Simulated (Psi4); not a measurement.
Psi4 input (wB97X-D/6-31G*):

```
memory 1500 MB

molecule {
0 1
Mg   -0.00000000   -0.00000000   -0.69576168
O     0.00000000    0.00000000    1.04364252
symmetry c1
no_reorient
no_com
}

set {
  basis 6-31G*
  reference rks
  scf_type pk
  dft_radial_points 99
  dft_spherical_points 590
  e_convergence 1e-8
  d_convergence 1e-7
  maxiter 150
}

e = energy('wb97x-d')
print_out(f'\nFINAL {e:.10f} DIPOLE {variable("CURRENT DIPOLE")[0]:.6f} {variable("CURRENT DIPOLE")[1]:.6f} {variable("CURRENT DIPOLE")[2]:.6f}\n')
```

From the last part of the output:

```
      11A     -0.072262    12A      0.043708    13A      0.043708
      14A      0.100026    15A      0.161604    16A      0.229539
      17A      0.229539    18A      0.309426    19A      0.354289
      20A      0.354289    21A      0.433761    22A      0.433761
      23A      0.592176    24A      0.887484    25A      1.153665
      26A      1.195970    27A      1.195970    28A      1.702265
      29A      2.021502    30A      2.021504    31A      2.084580
      32A      2.084580    33A      2.134769    34A      3.968748

    Final Occupation by Irrep:
              A
    DOCC [    10 ]
    NA   [    10 ]
    NB   [    10 ]

  @RKS Final Energy:  -275.15205718816634

   => Energetics <=

    Nuclear Repulsion Energy =             29.2059845689230855
    One-Electron Energy =                -442.2356916470004080
    Two-Electron Energy =                 155.8215882657617897
    DFT Exchange-Correlation Energy =     -17.9439155927313472
    Empirical Dispersion Energy =          -0.0000227831194815
    VV10 Nonlocal Energy =                  0.0000000000000000
    Total Energy =                       -275.1520571881663955

Computation Completed

Properties will be evaluated at   0.000000,   0.000000,   0.000000 [a0]

Properties computed using the SCF density matrix

 Multipole Moments:

 ------------------------------------------------------------------------------------
     Multipole            Electronic (a.u.)      Nuclear  (a.u.)        Total (a.u.)
 ------------------------------------------------------------------------------------

 L = 1.  Multiply by 2.5417464519 to convert [e a0] to [Debye]
 Dipole X            :         -0.0000000            0.0000000           -0.0000000
 Dipole Y            :         -0.0000000            0.0000000           -0.0000000
 Dipole Z            :         -2.7659904           -0.0000000           -2.7659904
 Magnitude           :                                                    2.7659904

 ------------------------------------------------------------------------------------

FINAL -275.1520571882 DIPOLE -0.000000 -0.000000 -2.765990

*** Psi4 exiting successfully. Buy a developer a beer!
```
